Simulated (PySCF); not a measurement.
## Correlation energy of Ge (germanium, neutral)

[Ar] 3d10 4s2 4p1 4d1, one real determinant (an excited configuration). Calculation: PySCF 2.14, in aug-cc-pVTZ-PP with one added diffuse shell each of s, d, f type with ECP10MDF (7s5p5d3f, 68 functions); a scalar-relativistic core potential. Frozen: 3s2 3p6 3d10; 4 electrons correlated.

```tsv
level	correlation energy (mhartree)
CCSD	-59.67
(T)	-2.91
CCSD(T)	-62.58
```

Diagnostics: T1 = 0.065, D1 = 0.1832, largest double amplitude 0.185.

The real determinant used has ⟨L²⟩ near 8 against 12 for a pure F term, so it mixes terms. The outer electron is Rydberg-like, and this basis confines it to a smaller radius and binds it less than a complete one would. T1 exceeds 0.03, a sign that the reference determinant is poor. A double-excitation amplitude exceeds 0.15, a sign of near-degeneracy.

Cost of the coupled-cluster step: about 4 core-seconds, for 4 correlated electrons.

The reference is one real determinant that mixes LS terms of this configuration.
